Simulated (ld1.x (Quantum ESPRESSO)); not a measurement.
# Configuration tests for scandium (Sc) (PAW)

Sc (Z = 21), PAW, made with ld1.x (Quantum ESPRESSO) 7.5 (PBEsol, scalar-relativistic). Core [Ar], reference 3d1 4s2 4p0. Waves: 4s (bound): rcut 2.20, rcutus 3.10 bohr; 4s channel at 1.65 Ry: rcut 2.20, rcutus 3.10 bohr; 4p (bound, empty): rcut 3.20, rcutus 4.45 bohr; 4p channel at 0.85 Ry: rcut 3.20, rcutus 4.45 bohr; 3d (bound): rcut 2.30, rcutus 3.10 bohr; 3d channel at 2.05 Ry: rcut 2.30, rcutus 3.10 bohr. Local part: all-electron potential smoothed inside 2.40 bohr (lloc = -2). Core correction: Bessel-smoothed model core inside 2.10 bohr. Augmentation charge: PSQ, inside the norm-conserving radii.

Energies are relative to the spin-unpolarised reference configuration 3d1 4s2 4p0; without spin polarisation the order of configurations can differ from experiment. Not all tests gave a result: test run stopped at test 7 of 7 (negative rho).

```json
{"valence configuration": "3d1 4s1 4p0", "charge": "+1", "ΔE all-electron (eV)": "6.903", "error AE − PS (meV)": "-2.5"}
{"valence configuration": "3d1 4s0 4p0", "charge": "+2", "ΔE all-electron (eV)": "19.554", "error AE − PS (meV)": "-29"}
{"valence configuration": "3d1 4s1.5 4p0", "charge": "+0.5", "ΔE all-electron (eV)": "2.758", "error AE − PS (meV)": "-0.5"}
{"valence configuration": "3d1 4s0 4p1", "charge": "+1", "ΔE all-electron (eV)": "10.325", "error AE − PS (meV)": "-8.3"}
{"valence configuration": "3d0 4s2 4p0", "charge": "+1", "ΔE all-electron (eV)": "8.396", "error AE − PS (meV)": "-356"}
```

Question: What are ΔE and the potential's error for 3d0 4s2 4p1?

Answer: ΔE = 3.489 eV all-electron; the error (AE − PS) is -304 meV.

Levels in the configuration 3d0 4s2 4p1:

```csv
level,all-electron (eV),pseudo (eV)
4s,-5.845,-5.900
4p,-2.505,-2.527
```
